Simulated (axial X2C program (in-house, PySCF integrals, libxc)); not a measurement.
# Spectroscopic constants of YH⁺

All values were computed with an in-house relativistic program for diatomic molecules. Spin-free means the one-electron spin-free X2C Hamiltonian; two-component (2c) means X2C with spin–orbit coupling and atomic mean-field two-electron Coulomb and Gaunt terms, so the difference of the two also holds small scalar two-electron terms. Basis: Y dyall-cv3z [11s12p9d6f3g], H dyall-v3z [6s2p1d] (cores contracted in-house); Gaussian nuclei, density fitting, unrestricted open shells. Masses: Y 88.906 u, H 1.008 u.

Input:
```json
{"zs": [39, 1], "q": 1, "bas": ["dyall-cv3z", "dyall-v3z"], "levels": ["PBE0", "HF", "PBEsol"], "cc": true, "r0": 1.95, "thr": -2.0, "nmax": 90, "npts": 10, "nst": 2, "ntry": 6}
```
```bash
python so2c.py task.json out
```

Keys: zs atomic numbers; q charge; bas basis sets; levels methods; cc coupled cluster on or off; r0 starting distance in Å; thr threshold in hartree for freezing inner shells (an s shell follows its p shell); nmax most natural virtual spinors; npts points on the curve; nst determinants followed; ntry starts of the search. HF also brings MP2.

State, spin-free: M_S = 1/2, Λ = 0 (beyond evenly filled blocks: σα); electrons by block: σα: 10, σβ: 9, π+α: 4, π+β: 4, π-α: 4, π-β: 4, δ+α: 1, δ+β: 1, δ-α: 1, δ-β: 1. Fragments: Y+ + H.

State, 2c: Ω = 1/2 (⟨Sz⟩ = 0.50, ⟨Lz⟩ = 0.00 at PBE0); electrons by block: 1/2: 14, -1/2: 13, 3/2: 5, -3/2: 5, 5/2: 1, -5/2: 1. Fragments: Y+ + H.

```json
{"Hamiltonian": "spin-free", "level": "PBE0", "Re (Å)": "1.860", "ωe (cm⁻¹)": "1687.0", "αe (cm⁻¹)": "0.0887", "k (mdyn/Å)": "1.67", "μ (D)": "-3.06"}
{"Hamiltonian": "spin-free", "level": "HF", "Re (Å)": "1.882", "ωe (cm⁻¹)": "1706.5", "αe (cm⁻¹)": "0.0735", "k (mdyn/Å)": "1.71", "μ (D)": "-3.55"}
{"Hamiltonian": "spin-free", "level": "MP2", "Re (Å)": "1.854", "ωe (cm⁻¹)": "1717.7", "αe (cm⁻¹)": "0.0851", "k (mdyn/Å)": "1.73", "μ (D)": "n/a"}
{"Hamiltonian": "spin-free", "level": "CCSD", "Re (Å)": "1.869", "ωe (cm⁻¹)": "1666.0", "αe (cm⁻¹)": "0.0907", "k (mdyn/Å)": "1.63", "μ (D)": "n/a"}
{"Hamiltonian": "spin-free", "level": "CCSD(T)", "Re (Å)": "1.870", "ωe (cm⁻¹)": "1656.2", "αe (cm⁻¹)": "0.0934", "k (mdyn/Å)": "1.61", "μ (D)": "n/a"}
{"Hamiltonian": "spin-free", "level": "PBEsol", "Re (Å)": "1.867", "ωe (cm⁻¹)": "1651.2", "αe (cm⁻¹)": "0.0942", "k (mdyn/Å)": "1.6", "μ (D)": "-2.74"}
{"Hamiltonian": "2c", "level": "PBE0", "Re (Å)": "1.860", "ωe (cm⁻¹)": "1686.9", "αe (cm⁻¹)": "0.0888", "k (mdyn/Å)": "1.67", "μ (D)": "-3.05"}
{"Hamiltonian": "2c", "level": "HF", "Re (Å)": "1.882", "ωe (cm⁻¹)": "1706.4", "αe (cm⁻¹)": "0.0737", "k (mdyn/Å)": "1.71", "μ (D)": "-3.55"}
{"Hamiltonian": "2c", "level": "MP2", "Re (Å)": "1.854", "ωe (cm⁻¹)": "1717.8", "αe (cm⁻¹)": "0.0852", "k (mdyn/Å)": "1.73", "μ (D)": "n/a"}
{"Hamiltonian": "2c", "level": "CCSD", "Re (Å)": "1.869", "ωe (cm⁻¹)": "1665.9", "αe (cm⁻¹)": "0.091", "k (mdyn/Å)": "1.63", "μ (D)": "n/a"}
{"Hamiltonian": "2c", "level": "CCSD(T)", "Re (Å)": "1.870", "ωe (cm⁻¹)": "1656.1", "αe (cm⁻¹)": "0.0937", "k (mdyn/Å)": "1.61", "μ (D)": "n/a"}
{"Hamiltonian": "2c", "level": "PBEsol", "Re (Å)": "1.866", "ωe (cm⁻¹)": "1651.1", "αe (cm⁻¹)": "0.0942", "k (mdyn/Å)": "1.6", "μ (D)": "-2.73"}
```

Correlated methods: 11 electrons correlated (number of frozen shells: Y 3 s, 2 p, 1 d; H none), 243 virtual spin orbitals or spinors in MP2, 90 natural virtuals in coupled cluster.

Dipoles are positive if H is the positive end and refer to the centre of mass.

The state is one determinant whose occupation by symmetry is held fixed; it was picked as the lowest of a PBE0 search that is not exhaustive. De is not given where an atomic determinant may have missed its ground term or J level, or where the truncated virtual space spoils (T). Density functionals use the spin component along the axis (collinear). Coupled cluster ran in a truncated set of natural virtual spinors; the MP2 energy of the rest was added. (T) has no such correction and the atoms are truncated less, which lowers De at CCSD(T) by a hundredth of an eV or more. Other states lie close and PBE0, whose exact exchange favours high spin, may order them wrongly; the determinant shown need not be the ground state. The nearest other spin-free determinant of the search, M_S = 1/2, Λ = 2, lies 0.46 eV up at the distance of the search.

Rough cost a point (2c) on 1 thread(s) of a shared host, integrals apart: PBE0 0.4 s, HF 0.4 s, CCSD(T) 4 s, PBEsol 0.24 s.

The whole task took 2.5 min on 1 thread of Arm Neoverse V1, with other jobs on the host.
